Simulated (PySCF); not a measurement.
H₄P, charge +1, singlet, geometry from GFN2-xTB. Base run: M062X/def2-TZVP run with PySCF.

The PySCF input:
```python
from pyscf import gto, scf, dft

mol = gto.M(
    atom='''
P     0.000000    0.000000   -0.000000
H    -0.740726   -0.843270   -0.794024
H     0.317597   -0.638564    1.175424
H    -0.732172    1.130501    0.275942
H     1.155301    0.351333   -0.657342
''',
    basis='def2-tzvp',
    charge=1,
    spin=0,
    verbose=4,
)

mf = dft.RKS(mol)
mf.xc = 'm062x'
mf.kernel()
```

The base run was repeated with changes; each row names its change, and settings that it needs were set with it.

| change | ΔE vs base (mEh) | fitting functions |
|---|---|---|
| base | 0.000 | - |
| auxbasis = def2-universal-jfit | 1202.0 | 95 |
| auxbasis = def2-universal-jkfit | -0.021 | 200 |
| auxbasis = default (with mf = mf.density_fit()) | -0.021 | 200 |
| auxbasis = cc-pvqz-jkfit | 0.029 | 352 |
| auxbasis = even-tempered beta=3.0 | -0.441 | 227 |
| auxbasis = cc-pvdz-jkfit | -0.042 | 204 |
| exchange = seminumerical (SGX) (with mf = sgx.sgx_fit(mf, auxbasis='def2-universal-jfit'); with mf.with_df.dfj = True) | -0.306 | 95 |
| auxbasis = cc-pvtz-ri | -5.080 | 242 |
| auxbasis = even-tempered beta=2.0 | 0.002 | 342 |

A fitting set is made for a task (jfit for Coulomb, jkfit for Coulomb and exchange, ri for correlation) and for a family of orbital bases.
